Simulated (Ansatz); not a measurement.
Calculated with Ansatz (gas phase, PBE0-D4/def2-TZVP geometries, no zero-point term in ΔE). CBS: MP2 limit from def2 TZ/QZ plus the TZ coupled-cluster correction, frozen cores. This one scheme is used for every species. Each species was taken in one conformer, which may not be the lowest.

Consider the ligand exchange at the Si–S bond: `C=C[SiH2]S[SiH](Cl)Cl` + H–F → `F[SiH](Cl)Cl` + `C=C[SiH2]S`.

`C=C[SiH2]S[SiH](Cl)Cl`:

```xyz
13

C    -0.107   -1.496   -1.505
C     0.158   -1.458   -0.202
Si    1.426   -0.307    0.495
S     0.589    1.069    1.935
Si   -1.049    1.868    0.882
Cl   -0.580    2.315   -1.059
Cl   -2.659    0.608    0.859
H     0.401   -0.845   -2.211
H    -0.848   -2.171   -1.924
H    -0.390   -2.117    0.468
H     2.444   -1.013    1.311
H     2.073    0.439   -0.611
H    -1.460    3.109    1.562
```

H–F:

Z-matrix (Å, degrees):
```
F
H 1 0.920
```

`F[SiH](Cl)Cl`:

Z-matrix (Å, degrees):
```
Si
F 1 1.581
Cl 1 2.024 2 108.4
Cl 1 2.024 2 108.4 3 119.6
H 1 1.467 2 109.1 3 -120.2
```

`C=C[SiH2]S`:

```xyz
10

C     1.626    0.657   -0.021
C     0.750   -0.226    0.452
Si   -1.080    0.052    0.346
S    -2.062   -1.489   -0.769
H     1.305    1.587   -0.482
H     2.700    0.495    0.032
H     1.122   -1.146    0.900
H    -1.300    1.393   -0.258
H    -1.736   -0.023    1.676
H    -1.325   -1.302   -1.877
```

| species | MP2/CBS(def2) energy (Eh) |
| --- | --- |
| `C=C[SiH2]S[SiH](Cl)Cl` | -1975.21409 |
| H–F | -100.38702 |
| `F[SiH](Cl)Cl` | -1309.13215 |
| `C=C[SiH2]S` | -766.49099 |

(1) Work out ΔE.

Largest T1 diagnostic among the species: 0.011.

Results:

(1) ΔE = (-1309.13215) + (-766.49099) − (-1975.21409) − (-100.38702) = -0.02203 Eh = -13.8 kcal/mol. CCSD(T)/CBS gives -16.4 kcal/mol.

The D4 term adds +6.5 kcal/mol with B3LYP and +3.8 kcal/mol with PBE0; it sums over pairs of atoms, weighted by their polarisabilities, and B3LYP, whose exchange is more repulsive, gets the larger term. In def2-TZVPP, CCSD(T) changes the Hartree–Fock value by +8.9 kcal/mol (the triples alone add +1.7 kcal/mol) and MP2 by +11.5 kcal/mol.

B3LYP here is the variant with VWN-RPA as its local correlation; programs differ in this.
